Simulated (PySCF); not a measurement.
C5H8F5N.
Numbering: `[CH3:1][N:2]([CH3:3])[CH2:4][C:5]([F:6])([F:7])[C:8]([F:9])([F:10])[F:11]` (hydrogens: H12, H13, H14 on C1; H15, H16, H17 on C3; H18, H19 on C4)

The same species was optimised twice, with GFN2-xTB and with PBE0-D3(BJ)/def2-SVP (PySCF), and the same property calculations (PySCF, gas phase) were run on both structures.

| coordinate | GFN2-xTB | PBE0-D3(BJ)/def2-SVP | change |
| --- | --- | --- | --- |
| C4–C5 (Å) | 1.532 | 1.517 | -0.015 |
| N2–C4 (Å) | 1.445 | 1.434 | -0.011 |
| C5–C8 (Å) | 1.553 | 1.543 | -0.010 |
| C5–F6 (Å) | 1.358 | 1.349 | -0.009 |
| N2–C3 (Å) | 1.450 | 1.442 | -0.008 |
| C1–N2 (Å) | 1.451 | 1.444 | -0.007 |
| C8–F11 (Å) | 1.329 | 1.324 | -0.005 |
| C8–F9 (Å) | 1.333 | 1.328 | -0.005 |
| C8–F10 (Å) | 1.335 | 1.330 | -0.005 |
| C5–F7 (Å) | 1.355 | 1.352 | -0.003 |
| N2–C4–C5 (°) | 111.5 | 114.4 | +2.9 |
| F6–C5–F7 (°) | 105.3 | 107.2 | +1.9 |
| C4–C5–C8 (°) | 112.9 | 114.7 | +1.8 |
| C1–N2–C4 (°) | 112.6 | 114.4 | +1.8 |
| C4–C5–F6 (°) | 109.8 | 108.2 | -1.6 |
| C5–C8–F9 (°) | 111.4 | 109.9 | -1.5 |
| F7–C5–C8 (°) | 108.1 | 106.9 | -1.2 |
| F10–C8–F11 (°) | 107.9 | 109.0 | +1.1 |
| C1–N2–C4–C5 (°) | 82 | 75 | -7 |
| N2–C4–C5–F6 (°) | 162 | 168 | +6 |
| C4–C5–C8–F9 (°) | 163 | 164 | +1 |

Rotational constants: A = 1560, B = 878.3, C = 799.6 MHz (GFN2-xTB) against A = 1602, B = 849.4, C = 789.6 MHz (PBE0-D3(BJ)/def2-SVP). Point groups within 0.08 Å: C1 and C1.

On the GFN2-xTB structure: HOMO (eV) -6.77 [PBE0/pcSseg-1]; LUMO (eV) 1.21 [PBE0/pcSseg-1]; dipole (D) 3.10 [PBE0/pcSseg-1]; GIAO shielding of C1/C3 (mean) (ppm) 139.6 [PBE0/pcSseg-1]; GIAO shielding of N2 (ppm) 234.6 [PBE0/pcSseg-1]; GIAO shielding of C4 (ppm) 122.6 [PBE0/pcSseg-1]; GIAO shielding of C5 (ppm) 62.6 [PBE0/pcSseg-1]; GIAO shielding of F6/F7 (mean) (ppm) 302.6 [PBE0/pcSseg-1]; GIAO shielding of C8 (ppm) 58.0 [PBE0/pcSseg-1]; GIAO shielding of F9/F10/F11 (mean) (ppm) 266.4 [PBE0/pcSseg-1].

Task: What do these properties become on the PBE0-D3(BJ)/def2-SVP structure?

Result: 
```
                                    property          level  on GFN2-xTB  on PBE0-D3(BJ)/def2-SVP  change
                                   HOMO (eV)  PBE0/pcSseg-1        -6.77                    -6.68   +0.09
                                   LUMO (eV)  PBE0/pcSseg-1         1.21                     1.20   -0.01
                                  dipole (D)  PBE0/pcSseg-1         3.10                     2.84   -0.26
energy, GFN2-xTB geometry as zero (kcal/mol)  PBE0/pcSseg-1          0.0                     -1.1    -1.1
        GIAO shielding of C1/C3 (mean) (ppm)  PBE0/pcSseg-1        139.6                    139.3    -0.3
                  GIAO shielding of N2 (ppm)  PBE0/pcSseg-1        234.6                    238.0    +3.4
                  GIAO shielding of C4 (ppm)  PBE0/pcSseg-1        122.6                    124.5    +1.9
                  GIAO shielding of C5 (ppm)  PBE0/pcSseg-1         62.6                     65.6    +3.0
        GIAO shielding of F6/F7 (mean) (ppm)  PBE0/pcSseg-1        302.6                    307.9    +5.3
                  GIAO shielding of C8 (ppm)  PBE0/pcSseg-1         58.0                     59.6    +1.6
   GIAO shielding of F9/F10/F11 (mean) (ppm)  PBE0/pcSseg-1        266.4                    272.5    +6.1
```

The heavy atoms differ by 0.083 Å rms after alignment. Among bonds between heavy atoms C4–C5 changes most (-0.015 Å). Changes are differences of the printed values. Neither structure is proved a minimum here.

Conformer computed: `[CH3:1][N:2]([CH3:3])[CH2:4][C:5]([F:6])([F:7])[C:8]([F:9])([F:10])[F:11]`: C1–N2–C4–C5 75°, N2–C4–C5–F6 168°, C4–C5–C8–F9 164°.
